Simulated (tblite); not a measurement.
Compound: C6H14BNO2.
Numbering: `[CH3:1][O:2][B:3](/[CH:4]=[CH:5]\[N:6]([CH3:7])[CH3:8])[O:9][CH3:10]` (hydrogens: H11, H12, H13 on C1; H14 on C4; H15 on C5; H16, H17, H18 on C7; H19, H20, H21 on C8; H22, H23, H24 on C10)

Computed with GFN2-xTB (tblite), gas phase: L-BFGS steps from a force-field or distance-geometry start until the largest atomic force falls under 0.01 eV/Å.

Step 35: E = -879.1816 eV
```
atom  x, y, z in Å  |  force x, y, z in eV/Å
C1     -2.9543   -1.9067   -0.6504    0.111   0.079  -0.025
O2     -1.7050   -1.5452   -0.0790   -0.413  -0.100  -0.216
B3     -1.3642   -0.2714    0.2193    0.019   0.025   0.159
C4     -0.1499   -0.0015    1.1615    0.167   0.085   0.239
C5      1.1783    0.1504    1.1027    0.199   0.024  -0.100
N6      2.0381   -0.0135    0.0449    0.057   0.009  -0.051
C7      1.7917   -0.8936   -1.0648   -0.049   0.049   0.039
C8      3.3309    0.6207    0.0533   -0.050  -0.007   0.051
O9     -2.2241    0.7595   -0.0715   -0.066   0.004  -0.026
C10    -1.9307    2.0853    0.2875    0.130   0.148   0.035
H11    -3.0363   -1.5045   -1.6710   -0.046  -0.069   0.245
H12    -2.9744   -2.9997   -0.6792   -0.027   0.089  -0.046
H13    -3.8056   -1.5458   -0.0471    0.382  -0.004  -0.187
H14    -0.5614    0.2230    2.1426    0.073   0.010   0.104
H15     1.7019    0.4761    2.0020   -0.049   0.021  -0.110
H16     1.7333   -0.3363   -2.0111   -0.065  -0.053   0.097
H17     0.8533   -1.4154   -0.8855    0.062  -0.018  -0.101
H18     2.6191   -1.6184   -1.1573   -0.229   0.097   0.054
H19     3.4918    1.1695   -0.8863   -0.019  -0.154   0.097
H20     4.1478   -0.1125    0.1746   -0.155   0.158  -0.030
H21     3.3648    1.3462    0.8654    0.136  -0.081   0.003
H22    -2.0827    2.2782    1.3594   -0.132  -0.229  -0.109
H23    -2.5915    2.7438   -0.2819    0.051  -0.072  -0.009
H24    -0.8827    2.3318    0.0795   -0.085  -0.012  -0.114
```

Step 36: E = -879.1916 eV
```
atom  x, y, z in Å  |  force x, y, z in eV/Å
C1     -2.9369   -1.8915   -0.6436   -0.049  -0.125  -0.004
O2     -1.6939   -1.5473   -0.0896    0.016   0.032   0.059
B3     -1.3624   -0.2749    0.2229    0.183   0.088   0.009
C4     -0.1502   -0.0006    1.1701    0.060   0.012   0.181
C5      1.1786    0.1507    1.1033   -0.001   0.037  -0.015
N6      2.0361   -0.0215    0.0465   -0.067   0.040  -0.048
C7      1.7869   -0.9007   -1.0655    0.002   0.022   0.038
C8      3.3232    0.6241    0.0520   -0.075  -0.055   0.016
O9     -2.2076    0.7562   -0.1126    0.003   0.100   0.174
C10    -1.9340    2.0798    0.2845    0.069   0.096  -0.019
H11    -3.0305   -1.4921   -1.6478   -0.063   0.082  -0.249
H12    -2.9739   -2.9777   -0.6683   -0.049  -0.161  -0.077
H13    -3.7701   -1.5214   -0.0423    0.057   0.099   0.053
H14    -0.5704    0.2019    2.1535    0.159   0.061   0.081
H15     1.6899    0.4869    2.0049    0.056  -0.005  -0.123
H16     1.7368   -0.3404   -2.0095   -0.102  -0.041   0.077
H17     0.8530   -1.4393   -0.9026    0.089   0.110  -0.034
H18     2.6144   -1.6243   -1.1602   -0.175   0.093   0.069
H19     3.4945    1.1689   -0.8862   -0.084  -0.116   0.040
H20     4.1299   -0.1122    0.1702    0.027   0.088   0.022
H21     3.3594    1.3505    0.8623    0.112  -0.092   0.018
H22    -2.0956    2.2476    1.3596   -0.137  -0.246  -0.155
H23    -2.5946    2.7391   -0.2800   -0.042  -0.033  -0.007
H24    -0.8944    2.3580    0.0858    0.010  -0.086  -0.107
```

Q: Estimate the geometry and energy of step 37. (The exact step hangs on the optimiser's Hessian estimate; all steps are aligned on step 36, rigid shifts and turns removed.)

A: E = -879.2039 eV, largest force 0.244 eV/Å
```
atom  x, y, z in Å  |  force x, y, z in eV/Å
C1     -2.9427   -1.9007   -0.6490    0.008  -0.018  -0.032
O2     -1.7050   -1.5519   -0.0699   -0.113   0.048  -0.050
B3     -1.3667   -0.2760    0.2348    0.130   0.012   0.017
C4     -0.1465    0.0041    1.1737    0.007  -0.010   0.132
C5      1.1822    0.1550    1.1019   -0.041   0.036  -0.004
N6      2.0376   -0.0154    0.0447   -0.073   0.044  -0.009
C7      1.7844   -0.8920   -1.0655   -0.007   0.020   0.023
C8      3.3274    0.6214    0.0530   -0.046  -0.039   0.018
O9     -2.2147    0.7556   -0.0939    0.003   0.016   0.108
C10    -1.9296    2.0808    0.2855    0.025   0.040  -0.025
H11    -3.0230   -1.4950   -1.6592   -0.031   0.021  -0.025
H12    -2.9804   -2.9888   -0.6829    0.008  -0.073  -0.056
H13    -3.7880   -1.5380   -0.0553    0.132   0.088  -0.010
H14    -0.5626    0.2189    2.1556    0.153   0.046   0.099
H15     1.6947    0.4915    2.0007    0.074   0.023  -0.080
H16     1.7324   -0.3340   -2.0090   -0.094  -0.010   0.039
H17     0.8510   -1.4257   -0.8992    0.019   0.063  -0.030
H18     2.6069   -1.6173   -1.1599   -0.115   0.039   0.048
H19     3.4978    1.1636   -0.8852   -0.060  -0.069   0.016
H20     4.1325   -0.1158    0.1681    0.035   0.040   0.023
H21     3.3721    1.3441    0.8656    0.091  -0.070   0.013
H22    -2.0931    2.2557    1.3572   -0.095  -0.203  -0.097
H23    -2.5892    2.7377   -0.2815   -0.043  -0.009  -0.039
H24    -0.8891    2.3421    0.0770    0.033  -0.033  -0.078
```

The energy changes by -0.0123 eV. The first-order estimate −F·Δx gives -0.0174 eV and the mean of the old and new forces, exact on a quadratic surface, -0.0123 eV. The step makes an angle of 70° with the force vector and moves no atom by more than 0.028 Å.

What follows is the cost of the whole relaxation. Time: 4.4 s wall. Hardware: one thread of an Arm Neoverse N1, shared host with 64 logical CPUs at a one-minute load of 57.
